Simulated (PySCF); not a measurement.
**Worked example: oscillator strength and radiative lifetime**

diglyme (C6H14O3), SMILES COCCOCCOC.

Coordinates come from a PBE0-D3(BJ)/def2-SVP optimisation. Other conformers were not sampled.

TDA-CAM-B3LYP/def2-SVP run with PySCF puts the first singlet state with f over 0.02 at 8.03 eV (vertical), with the transition dipole (0.104, -0.156, 0.321) in atomic units.

Question: Find the oscillator strength, the wavelength and the radiative lifetime that this transition would have in vacuum if emission retraced absorption.

Answer: 
|μ|² = 0.1382 au, so |μ| = 0.94 D. ΔE = 8.03/27.211 = 0.2951 hartree. f = (2/3) ΔE |μ|² = 0.027 (the program prints 0.027).
λ = 1239.84/8.03 = 154 nm; ν = 64766 cm⁻¹.
Einstein's coefficient A = 0.6670 ν² f s⁻¹ (ν in cm⁻¹) = 7.6e7 s⁻¹, so τ = 1/A = 13 ns. This state is S2; the lower singlet has f = 0.011. The figure is the radiative limit of this one transition; relaxation, internal conversion, crossing to triplets and a medium change what is measured.
